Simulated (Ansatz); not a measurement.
Total energies of the cluster TiO2⁻ (the lowest doublet isomer of a short search) from Ansatz at PBE-D4/def2-TZVPD, gas phase (1 Eh = 27.2114 eV = 2625.5 kJ/mol). The reference geometry is relaxed at PBE-D4/def2-TZVPD.

```tsv
atom	x (Å)	y (Å)	z (Å)
Ti1	-0.127	-0.641	0.934
O2	-0.610	0.140	-0.683
O3	0.738	0.501	-0.252
```

```csv
state,geometry,energy (Eh)
charge -1 doublet,reference,-999.56802
charge 0 triplet,reference,-999.52927
charge -1 quartet,relaxed at PBE-D4/def2-TZVPD,-999.55967
```

The structure holds one bond between oxygen atoms, so isomers without such links may lie far lower.

(1) Work out the vertical ionisation energy to the triplet.

(2) Which of the charge -1 states is lowest, and how far above it are the others?

(1) E(charge 0 triplet) − E(charge -1 doublet) = -999.52927 − (-999.56802) = 0.03875 Eh = 1.05 eV. For comparison, −ε of the highest occupied level of the spin that leaves is -1.00 eV at this level, 2.05 eV less.

(2) The doublet. quartet: -999.55967 − (-999.56802) = 0.00835 Eh = 21.9 kJ/mol.

At PBE-D4/def2-TZVPD the charge -1 doublet is spin-contaminated (final ⟨S²⟩ up to 1.02, 0.75 for a pure state). At PBE-D4/def2-TZVPD the highest occupied level of the charge -1 doublet lies above zero (up to 1.16 eV). Its loss leaves the charge 0 singlet, which lies 1.62 eV higher (vertical, at PBE-D4/def2-TZVPD), but this difference is unsure: the singlet is doubtful (an occupied level 0.05 eV above an empty one). At PBE-D4/def2-TZVPD the highest occupied level of the charge -1 quartet lies above zero (up to 1.59 eV). It is a level of α spin, whose loss leaves a triplet; that state wasn't run at this geometry and level. The electron is either unbound and held by the finite basis, or the level is raised by self-interaction error. 

The structure comes from a short search, and lower isomers may exist.
